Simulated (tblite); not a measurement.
Species: C4H5F3NO (doublet state).
Z-matrix (Å and degrees, GFN2-xTB geometry), rows numbered from 1:
```
C 
C   1  1.3184
C   2  1.5035  1  125.01
N   3  1.3887  2  112.70  1     0.23
O   2  1.4130  1  126.22  3   180.00
C   5  1.3182  2  119.84  1     0.78
F   6  1.3302  5  108.70  2   179.45
F   6  1.3431  5  114.31  2   -61.54
F   6  1.3432  5  114.30  2    60.41
H   1  1.0744  2  116.99  3     0.11
H   1  1.0741  2  124.85  3  -179.77
H   3  1.1096  2  108.09  1  -124.33
H   3  1.1094  2  108.19  1   125.27
H   4  1.0171  3  111.08  2   179.35
```

Computed with GFN2-xTB (tblite): harmonic, unscaled wavenumbers at the GFN2-xTB geometry, gas phase. This tight-binding method is rough: wavenumbers can miss measured ones by several per cent, in bad cases by 10 to 20. One conformer, not necessarily the lowest. Open shells enter through the occupations alone, without spin polarisation, and single modes of such species can be off by tens of per cent.

Harmonic wavenumbers (cm⁻¹): 41.3, 64.4, 101.0, 138.6, 252.3, 342.2, 345.2, 348.1, 375.2, 435.8, 474.9, 554.7, 574.8, 630.0, 707.4, 802.9, 843.7, 892.8, 895.1, 959.0, 1027.9, 1071.1, 1100.0, 1129.5, 1157.6, 1198.9, 1215.7, 1313.1, 1351.7, 1375.6, 1713.3, 2703.4, 2769.7, 3134.4, 3172.3, 3348.5.

A = 3718, B = 939.7, C = 865.9 MHz; mass 140.032 u (most abundant isotopes); point group Cs, symmetry number 1; spin multiplicity 2.

**Question.** What is the zero-point energy?

**Answer.** Half the sum of the wavenumbers: 19281 cm⁻¹ = 230.66 kJ/mol.

**Question.** Entropy at 298.15 K, 1 bar (ideal gas, RRHO, classical rotation)?

**Answer.** Translation 170.49, rotation 121.56, vibration 111.50, spin (R ln 2) 5.76: S = 409.3 J/(mol K).

**Question.** And Cp and H(298.15 K) − H(0)?

**Answer.** Cp = 148.15 J/(mol K), of which vibrations give 114.89 (their classical limit is 36 R = 299.3); H(298.15 K) − H(0) = 27.23 kJ/mol without the zero-point energy, 17.31 from vibrations.

**Question.** Which modes carry the vibrational entropy at 298.15 K?

**Answer.** 41.3 cm⁻¹: 21.74; 64.4 cm⁻¹: 18.06; 101.0 cm⁻¹: 14.37; 138.6 cm⁻¹: 11.81; 252.3 cm⁻¹: 7.17; 342.2 cm⁻¹: 5.03 J/(mol K); the other 30 give 33.31 together.

**Question.** Blend soft modes into free rotors: weight 1/[1 + (100 cm⁻¹/ν̃)⁴] for the oscillator and the rest for a rotor with moment μB/(μ + B), μ = h/(8π²ν), B = 10⁻⁴⁴ kg m². What vibrational entropy results?

**Answer.** 100.52 J/(mol K) in place of 111.50, which changes −T·S at 298.15 K by +3.28 kJ/mol.

**Question.** How do the functions run with temperature in this model?

**Answer.** 
| T (K) | S (J/(mol K)) | Cp (J/(mol K)) | H − H(0) (kJ/mol) | G − H(0) (kJ/mol) | ln q(vib) |
| --- | --- | --- | --- | --- | --- |
| 100 | 295.8 | 72.1 | 5.28 | -24.30 | 1.78 |
| 200 | 357.9 | 111.5 | 14.46 | -57.11 | 4.12 |
| 300 | 410.2 | 148.8 | 27.50 | -95.57 | 6.47 |
| 500 | 500.8 | 206.1 | 63.44 | -186.94 | 11.08 |
| 800 | 609.1 | 253.3 | 133.17 | -354.15 | 17.48 |
| 1000 | 667.8 | 271.9 | 185.80 | -481.99 | 21.31 |

q(vib) and H(0) count from the zero-point level.

**Question.** What must be added to the electronic energy to get the Gibbs energy at 298.15 K and 1 bar?

**Answer.** ZPE + [H(298.15 K) − H(0)] − T·S = 230.66 + 27.23 − 122.04 = 135.85 kJ/mol.

Hindered rotation and anharmonicity are outside this model. Other conformers, if any are populated, would add a mixing term that is left out.
